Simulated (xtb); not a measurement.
C2H3O (SMILES [CH2]C=O), doublet, at a GFN2-xTB geometry; GFN0-xTB run with xtb.

xtb was given this input:
```
$ xtb mol.xyz --gfn 0 --uhf 1 --json

# file mol.xyz
6

O      1.10060237     0.24623812    -0.40163761
C      0.04080672     0.35782363     0.20588499
H     -0.13643991     1.23632292     0.85189864
C     -1.01342987    -0.57729769     0.14786655
H     -1.92306138    -0.43095485     0.70132559
H     -0.90957881    -1.45842865    -0.46263256
```

Problem. What does xtb print? Leave out banner, timings and long lists.

Solution. 
```
   ID    Z sym.   atoms
    1    8 O      1
    2    6 C      2, 4
    3    1 H      3, 5, 6

           -------------------------------------------------
          |                Calculation Setup                |
           -------------------------------------------------

           -------------------------------------------------
          |                 G F N 0 - x T B                 |
           -------------------------------------------------

          ...................................................
          :                      SETUP                      :
          :.................................................:
          :  # basis functions                  18          :
          :  # atomic orbitals                  18          :
          :  # shells                           12          :
          :  # electrons                        17          :
          :  electronic temp.          300.0000000     K    :
          :  accuracy                    1.0000000          :
          :  -> integral cutoff          0.2500000E+02      :
          :  -> integral neglect         0.1000000E-07      :
          ...................................................

         :::::::::::::::::::::::::::::::::::::::::::::::::::::
         ::                     SUMMARY                     ::
         :::::::::::::::::::::::::::::::::::::::::::::::::::::
         :: total energy              -9.092070789729 Eh    ::
         :: gradient norm              0.019727466365 Eh/a0 ::
         :: HOMO-LUMO gap              4.340496728400 eV    ::
         ::.................................................::
         :: H0 energy                 -9.153271170627 Eh    ::
         :: repulsion energy           0.115365003879 Eh    ::
         :: electrostat energy        -0.040530369314 Eh    ::
         :: -> Gsolv                   0.000000000000 Eh    ::
         ::    -> Gsasa                0.000000000000 Eh    ::
         ::    -> Gshift               0.000000000000 Eh    ::
         :: dispersion energy         -0.000797426001 Eh    ::
         :: short-range corr.         -0.012836827666 Eh    ::
         :: add. restraining           0.000000000000 Eh    ::
         :: total charge               0.000000000000 e     ::
         :::::::::::::::::::::::::::::::::::::::::::::::::::::

           -------------------------------------------------
          |                Property Printout                |
           -------------------------------------------------

    * Orbital Energies and Occupations

         #    Occupation            Energy/Eh            Energy/eV
      -------------------------------------------------------------
         1        2.0000           -0.6871341             -18.6979
         2        2.0000           -0.6304965             -17.1567
         3        2.0000           -0.5937065             -16.1556
         4        2.0000           -0.5514979             -15.0070
         5        2.0000           -0.5217781             -14.1983
         6        2.0000           -0.4966730             -13.5152
         7        2.0000           -0.4914400             -13.3728
         8        1.9999           -0.4088746             -11.1260
         9        1.0001           -0.3900697             -10.6143 (HOMO)
        10                         -0.2305594              -6.2738 (LUMO)
        11                         -0.1352280              -3.6797
        12                         -0.1131071              -3.0778
        13                         -0.0856332              -2.3302
        14                          0.1452193               3.9516
        15                          0.1977745               5.3817
        16                          0.2543882               6.9223
        17                          0.3299982               8.9797
        18                          0.5075281              13.8105
      -------------------------------------------------------------
                  HL-Gap            0.1595103 Eh            4.3405 eV
             Fermi-level            0.0000000 Eh            0.0000 eV

     #   Z          covCN         q      C6AA      α(0)
     1   8 O        0.857    -0.462    22.885     6.419
     2   6 C        2.758     0.410    21.233     7.522
     3   1 H        0.922     0.059     2.212     2.326
     4   6 C        2.834    -0.432    43.191    10.735
     5   1 H        0.926     0.192     1.143     1.672
     6   1 H        0.926     0.234     0.944     1.519

 Mol. C6AA /au·bohr⁶  :        377.567758
 Mol. C8AA /au·bohr⁸  :       8762.622186
 Mol. α(0) /au        :         30.192403

Wiberg/Mayer (AO) data.
largest (>0.10) Wiberg bond orders for each atom

 ---------------------------------------------------------------------------
     #   Z sym  total        # sym  WBO       # sym  WBO       # sym  WBO
 ---------------------------------------------------------------------------
     1   8 O    1.932 --     2 C    1.641     4 C    0.234
     2   6 C    3.939 --     1 O    1.641     4 C    1.359     3 H    0.945
     3   1 H    0.996 --     2 C    0.945
     4   6 C    3.560 --     2 C    1.359     5 H    0.985     6 H    0.980
                             1 O    0.234
     5   1 H    0.987 --     4 C    0.985
     6   1 H    0.991 --     4 C    0.980
 ---------------------------------------------------------------------------

Topologies differ in total number of bonds
Writing topology from bond orders to xtbtopo.mol

 dipole moment from electron density (au)
     X       Y       Z
  -1.1916  -0.2362   0.4541  total (Debye):    3.296

           -------------------------------------------------
          | TOTAL ENERGY               -9.092070789729 Eh   |
          | GRADIENT NORM               0.019727466365 Eh/α |
          | HOMO-LUMO GAP               4.340496728400 eV   |
           -------------------------------------------------

normal termination of xtb
```
